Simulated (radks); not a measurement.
Neutral rhodium, 45 electrons, occupied as [Kr] 4d9 (not the ground configuration). All-electron calculation, Dirac Kohn-Sham, BLYP, spin-unpolarised, spherical densities, finite nucleus; open shells fill j = l - 1/2 first; Fermi nuclear charge, rms radius 4.4945 fm. Program: a radial shooting solver on a logarithmic mesh with Libxc functionals.

X-ray form factor f0, the Fourier transform of the density (f0(0) = 45):

sin(theta)/lambda (1/angstrom),f0 (electrons)
0.05,44.161
0.1,41.992
0.15,39.155
0.2,36.163
0.25,33.296
0.3,30.683
0.4,26.373
0.5,23.182
0.6,20.809
0.8,17.320
1,14.435
1.25,11.299
1.5,8.903
2,6.281
